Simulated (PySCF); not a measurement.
# The third ionisation energy along group 6

All values are computed (PySCF 2.14, energy differences of UHF-based or UKS calculations, no spin-orbit coupling). Values in eV. The last column holds reference values (NIST; (s) semi-empirical, (t) theoretical, else measured). Unmarked ones compare directly (S terms, centres of terms, or small fine structure); those marked * lie between the lowest fine-structure levels and include a spin-orbit shift.

```
                               element                 configurations     UHF     LDA     PBE    PBE0  r2SCAN  MP2 (valence)           reference
    Cr (aug-cc-pVTZ, non-relativistic)            [Ar] 3d4 → [Ar] 3d3  29.880  32.105  31.680  31.483  31.242         30.529    30.959 ± 0.025 *
Mo (aug-cc-pVTZ-PP with ECP28MDF, ECP)            [Kr] 4d4 → [Kr] 4d3  26.064  27.534  27.321  27.244  27.107         26.599  27.13 ± 0.12 (s) *
 W (aug-cc-pVTZ-PP with ECP60MDF, ECP)  [Xe] 4f14 5d4 → [Xe] 4f14 5d3  24.751  26.298  26.063  25.948  25.839         25.239      26 ± 0.4 (s) *
```

"Valence" correlates the outer s and p shells and, in groups 3 to 12 and the f block, the outer d or f shell, open or full, or the next shell where the ion has no valence electron left; the wider scheme adds the next inner shell.
